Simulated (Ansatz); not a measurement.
```yaml
crystal:
  periodic: [false, false, false]
  atoms:
    - {symbol: In, position_ang: [-0.668003, 1.119122, -0.115647]}
    - {symbol: C, position_ang: [0.262934, -0.023550, 0.116883]}
    - {symbol: N, position_ang: [0.901146, -0.200887, 0.447886]}
    - {symbol: C, position_ang: [0.489152, -0.885100, 0.065941]}
    - {symbol: H, position_ang: [-0.586014, 1.662593, -1.029761]}
    - {symbol: H, position_ang: [-1.257890, 1.173995, 0.723787]}
    - {symbol: H, position_ang: [0.725936, -1.147595, -0.504761]}
    - {symbol: H, position_ang: [0.164740, -1.518056, 0.489164]}
basis:
  gaussian: {orbitals: ANO-RCC-VTZP, fitting: {mean_field: cc-pVTZ-jkfit}}
magnetization: {spin_polarized: true, initial_magnetization: 2}
hamiltonian: {xc: {name: r2SCAN}, dispersion: d3bjatm}
```

```sh
$ ansatz run in.yaml --threads 2 --pin off --events-out ev --progress --plain --max-ram 4352MiB
```

Output, abridged:

```
Functional definition: r2SCAN
Error: <dir> the basis set cc-pVTZ-JKFIT has no functions for In
```

Run time 0.35 s (2 threads of an Arm Neoverse V1 on a shared host); peak host memory 0.37 GiB.
